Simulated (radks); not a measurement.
Results of a calculation; reference values are marked as such.
P4+, 11 electrons, occupied as [Ne] 3s1 (the NIST ground configuration). Level of theory: non-relativistic Kohn-Sham, r2SCAN, spin-polarised, spherical densities, point nucleus; open shells are filled with parallel spins first; meta-GGA in the generalised Kohn-Sham scheme (a radial shooting solver on a logarithmic mesh with Libxc functionals).

Radial electron density D(r) = 4 pi r^2 rho(r):

```
   r/bohr * D(r) (the largest magnitude, 17.1, reaches the edge; | marks zero)
 0.008505 |    *
  0.01073 |      *
  0.01353 |          *
  0.01706 |              *
  0.02151 |                     *
  0.02735 |                            *
  0.03449 |                                     *
  0.04349 |                                             *
  0.05485 |                                                   *
  0.06917 |                                                      *
  0.08724 |                                                    *
   0.1109 |                                             *
   0.1399 |                                     *
   0.1764 |                                  *
   0.2224 |                                     *
   0.2805 |                                            *
   0.3538 |                                                  *
   0.4497 |                                               *
   0.5672 |                                  *
   0.7153 |                   *
    0.902 |        *
    1.138 |   *
    1.446 |  *
    1.824 | *
      2.3 |*
      2.9 *
    3.658 *
    4.613 *
```

D(r) has 2 maxima, at r = 0.0703, 0.371 bohr, and minima at 0.179 bohr, inside which lie 2.19 electrons.
